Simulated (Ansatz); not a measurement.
`N[SiH](S)I` + `C[CH](C)[Zn][F]` → `C[SiH](N)I` + `C[CH](S)[Zn][F]`  (redistribution)

Isolated molecules relaxed with PBE0-D4/def2-TZVP in Ansatz; ΔE leaves out vibrations. CBS: MP2 limit from def2 TZ/QZ plus the TZ coupled-cluster correction, frozen cores. Functionals use def2-TZVPP. B3LYP here is the variant with VWN-RPA as its local correlation; programs differ in this. def2 core potentials past Kr. For I, Zn outer-core shells are correlated without core-valence functions, which leaves a few kJ/mol of doubt a bond. Scalar relativity is left out up to krypton. Each species was taken in one conformer, which may not be the lowest.

`N[SiH](S)I`:

```xyz
8

N     1.318   -0.294   -0.517
Si   -0.320    0.065   -0.260
S    -0.958   -1.272    1.263
I    -0.838    2.369    0.462
H     1.767   -0.017   -1.376
H     1.965   -0.314    0.256
H    -1.017   -0.084   -1.554
H    -1.916   -0.453    1.727
```

`C[CH](C)[Zn][F]`:

```xyz
12

C    -0.220   -0.239    1.355
C     0.018   -0.401   -0.143
C    -0.859    0.552   -0.948
Zn    1.896   -0.232   -0.605
F     3.597   -0.081   -1.025
H     0.348   -0.958    1.951
H     0.047    0.762    1.705
H    -1.282   -0.386    1.591
H    -0.245   -1.428   -0.423
H    -0.755    0.409   -2.026
H    -0.629    1.600   -0.732
H    -1.917    0.401   -0.699
```

`C[SiH](N)I`:

```xyz
10

C     0.559   -1.263   -0.340
Si    0.164    0.547   -0.238
N    -1.390    0.774    0.433
I     1.988    1.607    1.070
H     0.546   -1.717    0.654
H    -0.178   -1.772   -0.967
H     1.552   -1.415   -0.765
H     0.191    1.242   -1.545
H    -1.804    1.693    0.408
H    -1.629    0.304    1.293
```

`C[CH](S)[Zn][F]`:

Cartesian coordinates in Å:
```
C 0.816 -0.247 -1.046
C 0.226 -0.021 0.340
S -0.527 -1.605 0.867
Zn -1.155 1.331 0.403
F -2.456 2.502 0.490
H 0.051 -0.511 -1.781
H 1.325 0.651 -1.401
H 1.548 -1.063 -1.028
H 1.032 0.214 1.037
H -0.860 -1.252 2.119
```

| level | ΔE (kJ/mol) | difference from CCSD(T)/CBS |
| --- | --- | --- |
| PBE-D4 | 60.4 | 1.5 |
| B3LYP-D4 | 59.7 | 0.8 |
| ωB97M-V | 57.9 | -1.0 |
| B2PLYP | 59.3 | 0.4 |
| r2SCAN | 59.5 | 0.6 |
| B3LYP | 58.7 | -0.2 |
| HF/def2-TZVPP | 57.0 | -1.9 |
| MP2/def2-TZVPP | 61.6 | 2.7 |
| SCS-MP2/def2-TZVPP | 59.8 | 0.9 |
| CCSD/def2-TZVPP | 58.8 | -0.1 |
| CCSD(T)/def2-TZVPP | 58.8 | -0.1 |
| HF/def2-QZVPP | 56.0 | -2.9 |
| MP2/def2-QZVPP | 61.3 | 2.4 |
| SCS-MP2/def2-QZVPP | 59.5 | 0.6 |
| MP2/CBS(def2) | 61.7 | 2.8 |
| CCSD/CBS(def2) | 58.9 | 0.0 |
| CCSD(T)/CBS | 58.9 | 0 |

Largest T1 diagnostic among the species: 0.015.

CCSD(T)/CBS has its own doubt, a few kJ/mol and more with outer-core shells, so smaller differences from it don't rank the levels.
